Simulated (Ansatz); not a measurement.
Molecular dynamics of NaH8ClO4

Input:

```yaml
accuracy: low
crystal:
  lattice:
    - [5.973961, 0.0, 0.0]
    - [0.0, 5.973961, 0.0]
    - [0.0, 0.0, 5.973961]
  atoms:
    - { symbol: O, position: [0.55315251, 0.42244945, 0.49915276] }
    - { symbol: H, position: [0.68403376, 0.51849873, 0.51148832] }
    - { symbol: H, position: [0.58767338, 0.29344685, 0.59898358] }
    - { symbol: O, position: [0.88329792, 0.7938125, 0.33749116] }
    - { symbol: H, position: [0.80295234, 0.87487155, 0.45629247] }
    - { symbol: H, position: [0.81797349, 0.8474732, 0.19551112] }
    - { symbol: O, position: [0.20568691, 0.12337379, 0.36575104] }
    - { symbol: H, position: [0.19347961, 0.17190751, 0.52167187] }
    - { symbol: H, position: [0.10091807, -0.00342352, 0.35037962] }
    - { symbol: O, position: [0.11446838, 0.34614018, 0.83680438] }
    - { symbol: H, position: [0.06775851, 0.47759415, 0.75341099] }
    - { symbol: H, position: [-0.0233434, 0.25108623, 0.85223513] }
    - { symbol: Na, position: [0.38835285, 0.3488189, 0.12910651] }
    - { symbol: Cl, position: [0.70853998, 0.0346659, 0.83915945] }
basis:
  ecutwfc: 420.0
kpoints:
  mp_grid: { grid: [1, 1, 1] }
hamiltonian:
  xc: pbe
  dispersion: d3bj
scf:
  occupations: { method: fermi_dirac, width: 0.05 }
  lower_state_search: "off"
md:
  timestep: 0.75
  n_steps: 300
  ensemble: nvt_langevin
  temperature: 250.0
  initial_velocities: maxwell_boltzmann
  seed: 67422
  friction: 0.02
```

Launched with:

```bash
$ ansatz run input.yaml --threads 1 --pin off --max-ram 3072MiB --backend cpu --events-out ev --progress --plain --runs-dir out
```

It starts from a partly relaxed structure (largest force component 0.25 eV/Å).

Output, in part (step lines):

```
md step     0: t =     0.00 fs  T =   232.1 K  F+E_penalty+E_count = -4968.05110752 eV  E_kin = 0.420095 eV  (8 SCF iters)
md step     1: t =     0.75 fs  T =   220.0 K  F+E_penalty+E_count = -4968.01937310 eV  E_kin = 0.398032 eV  (8 SCF iters)
md step     2: t =     1.50 fs  T =   178.3 K  F+E_penalty+E_count = -4967.96653140 eV  E_kin = 0.322641 eV  (8 SCF iters)
md step     3: t =     2.25 fs  T =   142.3 K  F+E_penalty+E_count = -4967.92959987 eV  E_kin = 0.257571 eV  (7 SCF iters)
md step     4: t =     3.00 fs  T =   133.3 K  F+E_penalty+E_count = -4967.92422851 eV  E_kin = 0.241199 eV  (7 SCF iters)
md step     5: t =     3.75 fs  T =   144.7 K  F+E_penalty+E_count = -4967.93818567 eV  E_kin = 0.261773 eV  (5 SCF iters)
md step     6: t =     4.50 fs  T =   160.3 K  F+E_penalty+E_count = -4967.95258237 eV  E_kin = 0.290037 eV  (6 SCF iters)
md step     7: t =     5.25 fs  T =   161.9 K  F+E_penalty+E_count = -4967.94374123 eV  E_kin = 0.293066 eV  (6 SCF iters)
[... lines left out ...]
md step   299: t =   224.25 fs  T =   224.9 K  F+E_penalty+E_count = -4967.92402215 eV  E_kin = 0.407045 eV  (6 SCF iters)
md step   300: t =   225.00 fs  T =   197.3 K  F+E_penalty+E_count = -4967.89674708 eV  E_kin = 0.357066 eV  (7 SCF iters)
```

The steps, from the saved trajectory:

```json
{"time (fs)": "0.0", "T (K)": "232", "potential energy less start (eV)": "0.000"}
{"time (fs)": "7.5", "T (K)": "111", "potential energy less start (eV)": "0.185"}
{"time (fs)": "15.0", "T (K)": "122", "potential energy less start (eV)": "0.167"}
{"time (fs)": "22.5", "T (K)": "178", "potential energy less start (eV)": "0.140"}
{"time (fs)": "30.0", "T (K)": "166", "potential energy less start (eV)": "0.091"}
{"time (fs)": "37.5", "T (K)": "158", "potential energy less start (eV)": "0.104"}
{"time (fs)": "45.0", "T (K)": "278", "potential energy less start (eV)": "0.062"}
{"time (fs)": "52.5", "T (K)": "303", "potential energy less start (eV)": "0.131"}
{"time (fs)": "60.0", "T (K)": "338", "potential energy less start (eV)": "0.165"}
{"time (fs)": "67.5", "T (K)": "287", "potential energy less start (eV)": "0.213"}
{"time (fs)": "75.0", "T (K)": "352", "potential energy less start (eV)": "0.084"}
{"time (fs)": "82.5", "T (K)": "276", "potential energy less start (eV)": "0.188"}
{"time (fs)": "90.0", "T (K)": "270", "potential energy less start (eV)": "0.173"}
{"time (fs)": "97.5", "T (K)": "238", "potential energy less start (eV)": "0.132"}
{"time (fs)": "105.0", "T (K)": "241", "potential energy less start (eV)": "0.073"}
{"time (fs)": "112.5", "T (K)": "217", "potential energy less start (eV)": "0.097"}
{"time (fs)": "120.0", "T (K)": "342", "potential energy less start (eV)": "-0.082"}
{"time (fs)": "127.5", "T (K)": "226", "potential energy less start (eV)": "0.010"}
{"time (fs)": "135.0", "T (K)": "264", "potential energy less start (eV)": "-0.028"}
{"time (fs)": "142.5", "T (K)": "271", "potential energy less start (eV)": "0.009"}
{"time (fs)": "150.0", "T (K)": "321", "potential energy less start (eV)": "-0.056"}
{"time (fs)": "157.5", "T (K)": "247", "potential energy less start (eV)": "-0.026"}
{"time (fs)": "165.0", "T (K)": "191", "potential energy less start (eV)": "0.017"}
{"time (fs)": "172.5", "T (K)": "317", "potential energy less start (eV)": "-0.128"}
{"time (fs)": "180.0", "T (K)": "285", "potential energy less start (eV)": "-0.040"}
{"time (fs)": "187.5", "T (K)": "287", "potential energy less start (eV)": "-0.043"}
{"time (fs)": "195.0", "T (K)": "200", "potential energy less start (eV)": "0.090"}
{"time (fs)": "202.5", "T (K)": "213", "potential energy less start (eV)": "0.101"}
{"time (fs)": "210.0", "T (K)": "282", "potential energy less start (eV)": "0.027"}
{"time (fs)": "217.5", "T (K)": "308", "potential energy less start (eV)": "0.019"}
{"time (fs)": "225.0", "T (K)": "197", "potential energy less start (eV)": "0.154"}
```

The run went to its last step. A run of 0.23 ps of so small a system gives no equilibrium averages. Limits of this set-up: coarse k mesh, low accuracy level.

Mean squared displacements from the first frame to the last, about the centre of mass: O 0.41 Å², H 0.67 Å², Na 0.27 Å², Cl 0.13 Å².

Last frame:

```xyz
14
Lattice="5.9740 0.0000 0.0000 0.0000 5.9740 0.0000 0.0000 0.0000 5.9740" Properties=species:S:1:pos:R:3
O 3.390 2.692 2.515
H 4.125 3.322 2.439
H 3.565 2.178 3.383
O 5.069 5.128 2.314
H 4.571 5.725 2.966
H 4.807 5.492 1.445
O 1.895 0.185 2.331
H 2.491 0.344 3.112
H 1.177 -0.270 2.748
O 0.828 2.745 4.704
H 1.181 2.711 3.784
H -0.009 2.235 4.680
Na 2.249 1.838 0.497
Cl 4.426 0.756 4.928
```

Run time: 3.9 min on 1 thread of Arm Neoverse V1, on a shared host, peak memory 0.35 GiB.
